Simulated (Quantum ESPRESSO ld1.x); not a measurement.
The numbers below are computed, except where a source is named.
Problem. The table gives one normalised radial function P(r) = r R(r) (large component) of Br23+ in [Ne] 3s2 (r in bohr). Code: ld1.x of Quantum ESPRESSO 7.5. Model: Dirac Kohn-Sham, relativistic LDA (MacDonald-Vosko exchange, VWN5 correlation), spin-unpolarised, spherical densities, point nucleus.

| r | P |
|---|---|
| 0.003321 | 0.2057 |
| 0.003745 | 0.2275 |
| 0.004222 | 0.2509 |
| 0.004761 | 0.2762 |
| 0.005325 | 0.3013 |
| 0.006004 | 0.3298 |
| 0.006769 | 0.3598 |
| 0.007632 | 0.3908 |
| 0.008606 | 0.4226 |
| 0.009703 | 0.4546 |
| 0.01094 | 0.4859 |
| 0.01233 | 0.5157 |
| 0.01391 | 0.5426 |
| 0.01568 | 0.5653 |
| 0.01768 | 0.5818 |
| 0.01993 | 0.5901 |
| 0.02248 | 0.5879 |
| 0.02534 | 0.5725 |
| 0.02857 | 0.5412 |
| 0.03221 | 0.4914 |
| 0.03632 | 0.4206 |
| 0.04095 | 0.3269 |
| 0.04617 | 0.2094 |
| 0.05206 | 0.0688 |
| 0.0587 | -0.0925 |
| 0.06565 | -0.2571 |
| 0.07403 | -0.4411 |
| 0.08346 | -0.6219 |
| 0.0941 | -0.7851 |
| 0.1061 | -0.9135 |
| 0.1196 | -0.9885 |
| 0.1349 | -0.9918 |
| 0.1521 | -0.9080 |
| 0.1715 | -0.7282 |
| 0.1933 | -0.4528 |
| 0.218 | -0.0950 |
| 0.2458 | 0.3186 |
| 0.2771 | 0.7481 |
| 0.3124 | 1.1451 |
| 0.3523 | 1.4599 |
| 0.3972 | 1.6509 |
| 0.4478 | 1.6942 |
| 0.5049 | 1.5912 |
| 0.5693 | 1.3697 |
| 0.6419 | 1.0778 |
| 0.7237 | 0.7710 |
| 0.8095 | 0.5141 |
| 0.9127 | 0.2989 |
| 1.029 | 0.1536 |
| 1.16 | 0.0689 |
| 1.308 | 0.0265 |
| 1.475 | 0.0086 |
| 1.663 | 0.0023 |
| 1.875 | 0.0005 |
| 2.114 | 0.0001 |
| 2.384 | 0.0000 |
| 2.688 | 0.0000 |

Which n and l does it have? It may be an empty orbital.

Solution. n = 3, l = 0: the number of nodes gives n - l - 1 = 2, the rise at small r points to l (this Dirac orbital starts as r^gamma with gamma = sqrt((l + 1)^2 - (Z/c)^2) = 0.97; the j = 1/2 orbital of l + 1 starts with the same power, but with a smaller coefficient, and then steepens), and the extent must fit the shell. The curve is that of 3s1/2. 3s1/2: eigenvalue -1047.5 eV, 2 radial nodes at r = 0.0549, 0.224 bohr, <r> = 0.462 bohr, 90 % of the charge inside 0.670 bohr.
